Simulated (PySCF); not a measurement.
Si(H)(Br)(NH2)2 (BrH₅N₂Si), SMILES N[SiH](N)Br.

Coordinates come from a PBE-D3(BJ)/def2-SVP optimisation. This is a generated structure with no PubChem entry under its InChIKey; it may be hypothetical. One conformer was computed; it need not be the lowest.

The numbers are results of PBE-D3(BJ)/def2-SVP (PySCF), not measurements.

Frequencies are harmonic and unscaled.

Computed normal modes with their intensities:
```json
[
 {"mode": "1", "ν (cm⁻¹)": "173", "IR (km/mol)": "6.7", "moving atoms (share of kinetic energy)": "N 49 %, H 23 %, Si 17 %, Br 11 %"},
 {"mode": "2", "ν (cm⁻¹)": "193", "IR (km/mol)": "3.2", "moving atoms (share of kinetic energy)": "N 45 %, H 38 %, Br 16 %"},
 {"mode": "3", "ν (cm⁻¹)": "258", "IR (km/mol)": "9.6", "moving atoms (share of kinetic energy)": "H 89 %, N 9 %"},
 {"mode": "4", "ν (cm⁻¹)": "270", "IR (km/mol)": "0.9", "moving atoms (share of kinetic energy)": "H 32 %, Si 31 %, N 31 %"},
 {"mode": "5", "ν (cm⁻¹)": "349", "IR (km/mol)": "124.5", "moving atoms (share of kinetic energy)": "H 75 %, N 15 %"},
 {"mode": "6", "ν (cm⁻¹)": "385", "IR (km/mol)": "76.9", "moving atoms (share of kinetic energy)": "H 40 %, Si 36 %, Br 14 %, N 10 %"},
 {"mode": "7", "ν (cm⁻¹)": "397", "IR (km/mol)": "2.3", "moving atoms (share of kinetic energy)": "H 62 %, Si 19 %, N 15 %"},
 {"mode": "8", "ν (cm⁻¹)": "462", "IR (km/mol)": "269.7", "moving atoms (share of kinetic energy)": "H 69 %, N 24 %"},
 {"mode": "9", "ν (cm⁻¹)": "720", "IR (km/mol)": "32.2", "moving atoms (share of kinetic energy)": "H 86 %, N 11 %"},
 {"mode": "10", "ν (cm⁻¹)": "740", "IR (km/mol)": "13.4", "moving atoms (share of kinetic energy)": "H 93 %"},
 {"mode": "11", "ν (cm⁻¹)": "800", "IR (km/mol)": "14.8", "moving atoms (share of kinetic energy)": "N 53 %, H 33 %, Si 14 %"},
 {"mode": "12", "ν (cm⁻¹)": "852", "IR (km/mol)": "217.9", "moving atoms (share of kinetic energy)": "H 64 %, Si 18 %, N 17 %"},
 {"mode": "13", "ν (cm⁻¹)": "875", "IR (km/mol)": "33.5", "moving atoms (share of kinetic energy)": "H 48 %, N 34 %, Si 19 %"},
 {"mode": "14", "ν (cm⁻¹)": "932", "IR (km/mol)": "184.5", "moving atoms (share of kinetic energy)": "H 45 %, Si 34 %, N 21 %"},
 {"mode": "15", "ν (cm⁻¹)": "1472", "IR (km/mol)": "71.2", "moving atoms (share of kinetic energy)": "H 89 %, N 11 %"},
 {"mode": "16", "ν (cm⁻¹)": "1485", "IR (km/mol)": "37.0", "moving atoms (share of kinetic energy)": "H 89 %, N 11 %"},
 {"mode": "17", "ν (cm⁻¹)": "2165", "IR (km/mol)": "144.2", "moving atoms (share of kinetic energy)": "H 97 %"},
 {"mode": "18", "ν (cm⁻¹)": "3486", "IR (km/mol)": "28.5", "moving atoms (share of kinetic energy)": "H 96 %"},
 {"mode": "19", "ν (cm⁻¹)": "3495", "IR (km/mol)": "28.1", "moving atoms (share of kinetic energy)": "H 96 %"},
 {"mode": "20", "ν (cm⁻¹)": "3587", "IR (km/mol)": "27.3", "moving atoms (share of kinetic energy)": "H 91 %, N 9 %"},
 {"mode": "21", "ν (cm⁻¹)": "3602", "IR (km/mol)": "29.7", "moving atoms (share of kinetic energy)": "H 91 %, N 9 %"}
]
```
